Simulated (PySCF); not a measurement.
Part of a log for `CC#CCC(F)(F)F`: ground state, then the species with a core hole.

The calculation used delta-SCF UKS SCAN, pcX-2 on the ionised atom, pcseg-1 elsewhere, spin-free X2C (PySCF 2.14.0). Atoms in this output count from 0. The cycles run on a coarse integration grid; for E(ground) and E(ion) the exchange–correlation energy is redone on a finer one, so they differ from the last cycle, and only they enter the binding energy.

Coordinates (Å, PBE0-D3(BJ)/def2-SVP):
```
C      2.606243     0.422812     0.923739
C      1.341104     0.135112     0.270535
C      0.281410    -0.099654    -0.265591
C     -0.992218    -0.380021    -0.908401
C     -2.186155    -0.154573    -0.002844
F     -3.317422    -0.424492    -0.663642
F     -2.256232     1.107783     0.418095
F     -2.149297    -0.941325     1.072468
H      2.474994     0.497564     2.014359
H      3.029360     1.375266     0.568725
H      3.344346    -0.370073     0.727060
H     -1.136596     0.258056    -1.795131
H     -1.042044    -1.425495    -1.252877
```

```
ground state, core basis on atom 1 (C), 168 functions
  cycle   1  E = -493.11315550  |g| = 6.01e-02
  cycle   2  E = -493.11275419  |g| = 4.65e-02
  cycle   3  E = -493.11251003  |g| = 5.56e-02
  cycle   4  E = -493.11326301  |g| = 1.08e-02
  cycle   5  E = -493.11329321  |g| = 4.25e-04
  cycle   6  E = -493.11329505  |g| = 1.57e-04
  E(ground) = -493.11392402 Eh
hole in C 1s of atom 1
  cycle   1  E = -481.85918804  |g| = 1.51e+00
  cycle   2  E = -480.70236561  |g| = 2.04e+00
  cycle   3  E = -482.18746311  |g| = 7.23e-01
  cycle   4  E = -482.33776336  |g| = 4.28e-01
  ...
  cycle  11  E = -482.43484810  |g| = 1.61e-03
  cycle  12  E = -482.43485086  |g| = 5.43e-04
  cycle  13  E = -482.43485189  |g| = 1.41e-04
  E(ion) = -482.43495471 Eh   <S^2> = 0.8478   hole on atom = 1.000
```

Question: What is the C 1s binding energy of atom 1?

Answer: (-482.434955 − (-493.113924)) Eh × 27.2114 eV/Eh = 290.59 eV, for the alkyne carbon.

```
ground state, core basis on atom 5 (F), 168 functions
  cycle   1  E = -493.15192348  |g| = 1.18e-01
  cycle   2  E = -493.15152150  |g| = 6.70e-02
  cycle   3  E = -493.15152423  |g| = 6.60e-02
  cycle   4  E = -493.15211622  |g| = 1.09e-02
  cycle   5  E = -493.15214608  |g| = 2.35e-03
  cycle   6  E = -493.15214636  |g| = 4.90e-04
  E(ground) = -493.15434280 Eh
hole in F 1s of atom 5
  cycle   1  E = -466.76075925  |g| = 2.58e+00
  cycle   2  E = -464.88332762  |g| = 2.63e+00
  cycle   3  E = -466.83175996  |g| = 1.24e+00
  cycle   4  E = -467.57123830  |g| = 4.27e-01
  ...
  cycle   9  E = -467.64345286  |g| = 3.50e-03
  cycle  10  E = -467.64345855  |g| = 8.45e-04
  cycle  11  E = -467.64345860  |g| = 2.05e-04
  E(ion) = -467.65240434 Eh   <S^2> = 0.7570   hole on atom = 1.000
```

Question: What is the F 1s binding energy of atom 5?

Answer: (-467.652404 − (-493.154343)) Eh × 27.2114 eV/Eh = 693.94 eV, for the fluorine of a CF3 group.

```
ground state, core basis on atom 0 (C), 168 functions
  cycle   1  E = -492.96772085  |g| = 8.56e-01
  cycle   2  E = -492.76840271  |g| = 1.39e+00
  cycle   3  E = -493.09873013  |g| = 1.89e-01
  cycle   4  E = -493.10385076  |g| = 1.23e-01
  cycle   5  E = -493.10756088  |g| = 3.35e-02
  cycle   6  E = -493.10783259  |g| = 5.68e-03
  cycle   7  E = -493.10784203  |g| = 1.65e-03
  cycle   8  E = -493.10784058  |g| = 1.01e-03
  cycle   9  E = -493.10784073  |g| = 2.89e-04
  E(ground) = -493.10727556 Eh
hole in C 1s of atom 0
  cycle   1  E = -481.83257126  |g| = 1.50e+00
  cycle   2  E = -481.18557126  |g| = 1.76e+00
  cycle   3  E = -482.16570747  |g| = 6.59e-01
  cycle   4  E = -482.26226483  |g| = 4.82e-01
  ...
  cycle  12  E = -482.38466440  |g| = 9.34e-04
  cycle  13  E = -482.38466802  |g| = 5.31e-04
  cycle  14  E = -482.38466902  |g| = 2.90e-04
  E(ion) = -482.38402778 Eh   <S^2> = 0.7719   hole on atom = 1.000
```

Question: What is the C 1s binding energy of atom 0?

Answer: (-482.384028 − (-493.107276)) Eh × 27.2114 eV/Eh = 291.79 eV, for the propargylic carbon.

```
ground state, core basis on atom 2 (C), 168 functions
  cycle   1  E = -493.11338689  |g| = 6.38e-02
  cycle   2  E = -493.11194609  |g| = 8.11e-02
  cycle   3  E = -493.11296669  |g| = 5.08e-02
  cycle   4  E = -493.11361679  |g| = 7.63e-03
  cycle   5  E = -493.11363094  |g| = 9.57e-04
  cycle   6  E = -493.11363148  |g| = 2.67e-04
  E(ground) = -493.11442408 Eh
hole in C 1s of atom 2
  cycle   1  E = -481.86458954  |g| = 1.52e+00
  cycle   2  E = -480.72790863  |g| = 2.04e+00
  cycle   3  E = -482.19244921  |g| = 7.22e-01
  cycle   4  E = -482.35413252  |g| = 4.02e-01
  ...
  cycle  11  E = -482.43954562  |g| = 1.89e-03
  cycle  12  E = -482.43954833  |g| = 8.16e-04
  cycle  13  E = -482.43954735  |g| = 2.34e-04
  E(ion) = -482.43976872 Eh   <S^2> = 0.8353   hole on atom = 1.000
```

Question: What is the C 1s binding energy of atom 2?

Answer: (-482.439769 − (-493.114424)) Eh × 27.2114 eV/Eh = 290.47 eV, for the alkyne carbon.

The ground state is recomputed for each atom, because the flexible core basis sits on the ionised atom alone; energies of different blocks can't be mixed. Geometry: PBE0-D3(BJ)/def2-SVP; no solvent, vibrations or thermal averaging.

Time: 44 s. Hardware: one thread of an Arm Neoverse V1, shared host.

The values belong to the conformer `[CH3:1][C:2]#[C:3][CH2:4][C:5]([F:6])([F:7])[F:8]`: C3–C4–C5–F6 180°.
Labels such as C1 count atoms from 1, the log's own numbers from 0.
